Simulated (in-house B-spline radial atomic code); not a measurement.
**B3LYP (VWN-RPA) excitations of Ti⁴⁺**

Method: B3LYP (VWN-RPA). Computed with a B-spline radial code for spherical atoms: linear response of the closed shell [Ne] 3s2 3p6 with the functional's adiabatic kernel; non-relativistic, point nucleus, no spin-orbit coupling, no double excitations, S, P, D and F terms only. Only terms of natural parity with L up to 3 were computed.

Command:
```bash
python run_td.py task.json out
```
Settings (radii: box in bohr, nucleus in fm):
```
Z                        22
electrons                18
configuration            [Ne] 3s2 3p6
hamiltonian              nr
method                   b3lyp
box_radius               19.1
intervals                53
```

Time taken, with all properties: 0.8 s on 1 thread of Arm Neoverse N1 (shared host).

The lowest states, in the order of their Tamm-Dancoff energies; the method's threshold (minus the highest occupied level) is 91.64 eV. Labels give the largest channel, * marks a mixed state, and oscillator strengths are full-response dipole values. Semilocal kernels can invert the small singlet-triplet splittings of Rydberg terms. Energies in eV:

```tsv
state	full response	Tamm-Dancoff	oscillator strength
3p → 3d 3P	33.82	33.94	-
3p → 3d 3F	34.30	34.50	-
3p → 3d 1F	37.50	37.51	-
3p → 3d 1P	48.39	50.44	4.25
3p → 4s 3P	51.90	51.92	-
3p → 4s 1P	52.72	52.87	0.121
3p → 4p 3S	57.71	57.74	-
3p → 4p 3D	58.19	58.22	-
3p → 4p 1D	58.79	58.79	-
3s → 3d 3D	60.02	60.07	-
3p → 4p 1S	61.58	61.81	-
3s → 3d 1D	63.97	64.07	-
3p → 4d 3P	67.80	67.81	-
3p → 4d 3F	67.89	67.90	-
3p → 4d 1F	68.21	68.21	-
3p → 4d 1P	?	?	?
3p → 5s 3P	72.18	72.19	-
3p → 5s 1P	?	?	?
3p → 4f 3D	74.14	74.14	-
3p → 5p 3S	74.34	74.35	-
3p → 4f 1D	74.49	74.50	-
3p → 5p 3D	74.62	74.62	-
```

Question: Where does 3p → 4d 1P lie?

Answer: At 69.24 eV in full response, 69.49 eV in Tamm-Dancoff, oscillator strength 0.000128.

Question: Where does 3p → 5s 1P lie?

Answer: At 72.40 eV in full response, 72.41 eV in Tamm-Dancoff, oscillator strength 0.0573.

Question: How large is the singlet-triplet splitting of 3p → 3d (F terms) in Tamm-Dancoff?

Answer: 3.01 eV, from the unrounded values.

Question: What polarisabilities and dispersion coefficient does the method give?

Answer: Dipole 1.498 bohr³, quadrupole 1.986 bohr⁵, C6 3.256 hartree·bohr⁶ for two such species.
